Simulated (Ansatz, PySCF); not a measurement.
Spin states of H2O2Ru (SMILES [OH][Ru][OH]), each relaxed with B3LYP-D3(BJ)/def2-TZVP.
State 1 (charge 0, multiplicity 5):
```xyz
5

Ru    -0.1084    -0.1435    -0.1450
O      1.3627    -0.0511    -1.3600
H      1.8602     0.7350    -1.6023
O     -1.5981    -0.2649     1.0446
H     -1.5702    -0.2458     2.0053
```
State 2 (charge 0, multiplicity 1):
```xyz
5

Ru     0.200     0.368     0.285
O      1.421     0.204    -1.026
H      1.481     0.194    -1.989
O     -1.326     0.006     1.166
H     -1.829    -0.743     1.506
```

```json
[
 {"level": "SVWN5/def2-TZVPP", "energy of the multiplicity-1 state less that of the multiplicity-5 state (kcal/mol)": "4.46", "cost": "×0.5"},
 {"level": "PBE/def2-TZVPP", "energy of the multiplicity-1 state less that of the multiplicity-5 state (kcal/mol)": "14.76", "cost": "×1"},
 {"level": "PBE-D3(BJ)/def2-TZVPP", "energy of the multiplicity-1 state less that of the multiplicity-5 state (kcal/mol)": "14.74", "cost": "×1"},
 {"level": "PBE-D4/def2-TZVPP", "energy of the multiplicity-1 state less that of the multiplicity-5 state (kcal/mol)": "14.69", "cost": "×1"},
 {"level": "BLYP/def2-TZVPP", "energy of the multiplicity-1 state less that of the multiplicity-5 state (kcal/mol)": "11.92", "cost": "×1"},
 {"level": "BLYP-D3(BJ)/def2-TZVPP", "energy of the multiplicity-1 state less that of the multiplicity-5 state (kcal/mol)": "11.88", "cost": "×1"},
 {"level": "BLYP-D4/def2-TZVPP", "energy of the multiplicity-1 state less that of the multiplicity-5 state (kcal/mol)": "11.79", "cost": "×1"},
 {"level": "r2SCAN/def2-TZVPP", "energy of the multiplicity-1 state less that of the multiplicity-5 state (kcal/mol)": "28.01", "cost": "×3"},
 {"level": "r2SCAN-D3(BJ)/def2-TZVPP", "energy of the multiplicity-1 state less that of the multiplicity-5 state (kcal/mol)": "28.01", "cost": "×3"},
 {"level": "r2SCAN-D4/def2-TZVPP", "energy of the multiplicity-1 state less that of the multiplicity-5 state (kcal/mol)": "28.00", "cost": "×3"},
 {"level": "B97M-V/def2-TZVPP", "energy of the multiplicity-1 state less that of the multiplicity-5 state (kcal/mol)": "27.87", "cost": "×5"},
 {"level": "r2SCANh/def2-TZVPP", "energy of the multiplicity-1 state less that of the multiplicity-5 state (kcal/mol)": "31.81", "cost": "×2"},
 {"level": "B3LYP/def2-TZVPP", "energy of the multiplicity-1 state less that of the multiplicity-5 state (kcal/mol)": "20.52", "cost": "×0.9"},
 {"level": "B3LYP-D3(BJ)/def2-TZVPP", "energy of the multiplicity-1 state less that of the multiplicity-5 state (kcal/mol)": "20.48", "cost": "×0.9"},
 {"level": "B3LYP-D4/def2-TZVPP", "energy of the multiplicity-1 state less that of the multiplicity-5 state (kcal/mol)": "20.42", "cost": "×0.9"},
 {"level": "PBE0/def2-TZVPP", "energy of the multiplicity-1 state less that of the multiplicity-5 state (kcal/mol)": "27.07", "cost": "×1"},
 {"level": "PBE0-D3(BJ)/def2-TZVPP", "energy of the multiplicity-1 state less that of the multiplicity-5 state (kcal/mol)": "27.05", "cost": "×1"},
 {"level": "PBE0-D4/def2-TZVPP", "energy of the multiplicity-1 state less that of the multiplicity-5 state (kcal/mol)": "27.02", "cost": "×1"},
 {"level": "BHLYP/def2-TZVPP", "energy of the multiplicity-1 state less that of the multiplicity-5 state (kcal/mol)": "34.79", "cost": "×0.9"},
 {"level": "BHLYP-D3(BJ)/def2-TZVPP", "energy of the multiplicity-1 state less that of the multiplicity-5 state (kcal/mol)": "34.76", "cost": "×0.9"},
 {"level": "BHLYP-D4/def2-TZVPP", "energy of the multiplicity-1 state less that of the multiplicity-5 state (kcal/mol)": "34.71", "cost": "×0.9"},
 {"level": "CAM-B3LYP/def2-TZVPP", "energy of the multiplicity-1 state less that of the multiplicity-5 state (kcal/mol)": "23.04", "cost": "×1"},
 {"level": "CAM-B3LYP-D3(BJ)/def2-TZVPP", "energy of the multiplicity-1 state less that of the multiplicity-5 state (kcal/mol)": "23.02", "cost": "×1"},
 {"level": "CAM-B3LYP-D4/def2-TZVPP", "energy of the multiplicity-1 state less that of the multiplicity-5 state (kcal/mol)": "22.99", "cost": "×1"},
 {"level": "wB97X-V/def2-TZVPP", "energy of the multiplicity-1 state less that of the multiplicity-5 state (kcal/mol)": "19.25", "cost": "×3"},
 {"level": "wB97M-V/def2-TZVPP", "energy of the multiplicity-1 state less that of the multiplicity-5 state (kcal/mol)": "21.13", "cost": "×4"},
 {"level": "B2PLYP/def2-TZVPP", "energy of the multiplicity-1 state less that of the multiplicity-5 state (kcal/mol)": "21.30", "cost": "×2"},
 {"level": "B2PLYP-D3(BJ)/def2-TZVPP", "energy of the multiplicity-1 state less that of the multiplicity-5 state (kcal/mol)": "21.28", "cost": "×2"},
 {"level": "B2PLYP-D4/def2-TZVPP", "energy of the multiplicity-1 state less that of the multiplicity-5 state (kcal/mol)": "21.25", "cost": "×2"},
 {"level": "CCSD/def2-SVP", "energy of the multiplicity-1 state less that of the multiplicity-5 state (kcal/mol)": "32.76", "cost": "-"},
 {"level": "CCSD(T)/def2-SVP", "energy of the multiplicity-1 state less that of the multiplicity-5 state (kcal/mol)": "24.31", "cost": "×2"}
]
```

The rows run from 4.46 (SVWN5/def2-TZVPP) to 34.79 kcal/mol (BHLYP/def2-TZVPP). The dispersion term adds -0.02 in PBE-D3(BJ), -0.07 in PBE-D4, -0.05 in BLYP-D3(BJ). The 13 functionals in def2-TZVPP without D3 or D4 span 30.34, from SVWN5 to BHLYP.

Singlets are restricted, other states unrestricted; no spin–orbit coupling, no relativity up to Kr; see below for the cores. The largest T1 diagnostic is 0.081.

Correlated levels freeze the inner cores; with def2 sets outer-core shells near the valence are correlated too.

Doubts at one or more of the structures used: a restricted determinant that unrestricted orbitals would lower (B2PLYP/def2-TZVPP, B2PLYP-D3(BJ)/def2-TZVPP, B2PLYP-D4/def2-TZVPP, CCSD/def2-SVP, CCSD(T)/def2-SVP); T1 above 0.05 (CCSD/def2-SVP, CCSD(T)/def2-SVP).

Codes used: Ansatz (Gaussian orbitals); PySCF for the dispersion terms.  In def2 rows elements past Kr take small-core potentials, without spin–orbit coupling.

Costs are rough ratios of core time to PBE/def2-TZVPP (about 28 s over the structures, on one shared machine); a dash marks a level with no comparable run of its own.

Ansatz is a program for electronic structure.
